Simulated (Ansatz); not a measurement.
One change: `N[SiH2]BF` becomes `NCBF`.

Ansatz, PBE0-D4/def2-TZVP geometries, multiplicity 1. Each molecule was computed in one conformer, which needn't be the lowest.

```
                                      property  `N[SiH2]BF`
            LUMO energy (PBE0/def2-TZVPP) / eV        -1.57
zero-point energy (PBE0-D4/def2-TZVP) / kJ/mol        151.6
           HOMO energy (B3LYP/def2-TZVPP) / eV        -7.15
          HOMO–LUMO gap (PBE0/def2-TZVPP) / eV         5.80
           HOMO–LUMO gap (PBE/def2-TZVPP) / eV         3.41
             LUMO energy (PBE/def2-TZVPP) / eV        -2.56
```

Task: What does the change do to each property? (Estimate.)

Result: The calculation gave: 
```csv
property,`NCBF`,shift
LUMO energy (PBE0/def2-TZVPP) / eV,-0.44,1.13
zero-point energy (PBE0-D4/def2-TZVP) / kJ/mol,182.7,31.1
HOMO energy (B3LYP/def2-TZVPP) / eV,-6.73,0.42
HOMO–LUMO gap (PBE0/def2-TZVPP) / eV,6.53,0.73
HOMO–LUMO gap (PBE/def2-TZVPP) / eV,4.00,0.59
LUMO energy (PBE/def2-TZVPP) / eV,-1.47,1.09
```

With PBE0 the HOMO rises by 0.40 eV and the LUMO rises by 1.13 eV, so the gap widens by about 0.73 eV. PBE moves the HOMO by 0.50 eV and ωB97M-V by 0.29 eV.

B3LYP here is the variant with VWN-RPA as its local correlation; programs differ in this.
